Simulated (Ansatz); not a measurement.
The same path of CH$_{8}$OSSi$_{2}$ (13 atoms, charge 0, multiplicity 1) was run twice with different band settings. Lost on the way: Si3–H9. Made: O2–H9.

The calculation used Ansatz 0.2.0, RKS PBE0/def2-SVP.

Relaxed end points:

```xyz
13
Properties=species:S:1:pos:R:3
C -0.692 1.084 1.974
O -0.559 0.090 0.990
Si 0.003 0.358 -0.553
Si -0.086 -1.717 -1.625
S 2.008 1.146 -0.597
H -1.441 1.845 1.685
H 0.266 1.599 2.166
H -1.027 0.612 2.909
H -0.782 1.441 -1.226
H 0.284 -1.549 -3.063
H 0.906 -2.629 -0.975
H -1.447 -2.329 -1.536
H 2.587 0.015 -0.135
```

```xyz
13
Properties=species:S:1:pos:R:3
C -0.655 1.197 1.767
O -0.835 0.360 0.627
Si 0.135 0.874 -1.218
Si 0.097 -1.467 -1.713
S 2.149 0.943 -0.373
H -1.113 2.187 1.612
H 0.429 1.318 1.891
H -1.080 0.710 2.657
H -1.777 0.232 0.450
H 0.608 -1.719 -3.101
H 0.920 -2.297 -0.766
H -1.305 -2.012 -1.668
H 2.446 -0.361 -0.150
```

Common settings: movable images 5; climbing image yes; spring 5.0 eV/Å²; optimiser quadratic models (default); start path through a guess of the saddle point; iteration limit 60; end points relaxed.

| run | force threshold |
| --- | --- |
| 1 | 0.03 eV/Å |
| 2 | 0.5 eV/Å |

Question: What does each run give, and how far can it be trusted?

Answer: Run 1: converged after 28 iterations, highest image 3.001 eV above the first end. Neighbouring images differ by up to 2.5 eV, so the band resolves the path poorly. A vibrational analysis at the climbing image gives one clearly imaginary mode, 1480i cm⁻¹: a first-order saddle point.
Run 2: converged after 12 iterations, highest image 3.025 eV above the first end. The threshold of 0.5 eV/Å is loose, so the images may lie well off the minimum-energy path. Neighbouring images differ by up to 2.0 eV, so the band resolves the path poorly. The order of the stationary point at the top wasn't checked.
The orbitals stay closed-shell, which can raise the energy where a bond breaks towards radicals; this wasn't checked here.
